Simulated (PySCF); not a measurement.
## Potential energy of LiHg⁺ along the bond

Set-up: Li def2-SVPD, Hg def2-SVPD with ECP60; scalar-relativistic core potentials (PySCF 2.14). Energies in eV from Li⁺ + Hg in their ground configurations at the same level. All curves are PBE0. state 1: ¹Σ⁺ (singlet), closed shell; state 2: ³Σ⁺ (triplet), unpaired electrons σ ↑↑, a second solution, started from another occupation.

```json
{"R (Å)": "2.317", "state 1": "-0.3748", "state 2": "4.8988"}
{"R (Å)": "2.425", "state 1": "-0.4783", "state 2": "4.6158"}
{"R (Å)": "2.532", "state 1": "-0.5336", "state 2": "4.3936"}
{"R (Å)": "2.613", "state 1": "-0.5524", "state 2": "4.2588"}
{"R (Å)": "2.694", "state 1": "-0.5571", "state 2": "4.1464"}
{"R (Å)": "2.775", "state 1": "-0.5513", "state 2": "4.0527"}
{"R (Å)": "2.883", "state 1": "-0.5321", "state 2": "3.9522"}
{"R (Å)": "3.017", "state 1": "-0.4964", "state 2": "3.8584"}
{"R (Å)": "3.179", "state 1": "-0.4451", "state 2": "3.7825"}
{"R (Å)": "3.394", "state 1": "-0.3738", "state 2": "3.7276"}
```

Put a parabola through the three lowest points of the state 1 curve and estimate Re, k and ωe (reduced mass 6.78 u; 1 eV/Å² = 0.16022 mdyn/Å; ωe = 1302.8·√(k/μ) cm⁻¹).

Through R = 2.613, 2.694, 2.775 Å the second-order coefficient is 0.800 eV/Å², so Re ≈ 2.690 Å, k ≈ 0.256 mdyn/Å and ωe ≈ 253 cm⁻¹. A polynomial fit of higher order to the unrounded PBE0 energies gives Re = 2.686 Å, k = 0.264 mdyn/Å, ωe = 257 cm⁻¹; anharmonicity and rounding make the difference.

The higher-order fit for each curve: state 1: Re = 2.686 Å, ωe = 257 cm⁻¹, De = 0.56 eV; state 2: Re = 3.617 Å, ωe = 152 cm⁻¹, minimum 3.71 eV above the ground-state fragments.

Closed-shell solutions of metal pairs were not tested for spin polarisation, which can lower them a little. Spin–orbit coupling is left out. For an ion De counts to the pair picked by the measured ionisation energies or electron affinities, which need not be the lowest pair at this level. Counting both spins, an empty level lies below a filled one in some of these solutions, because spin and occupation are held.
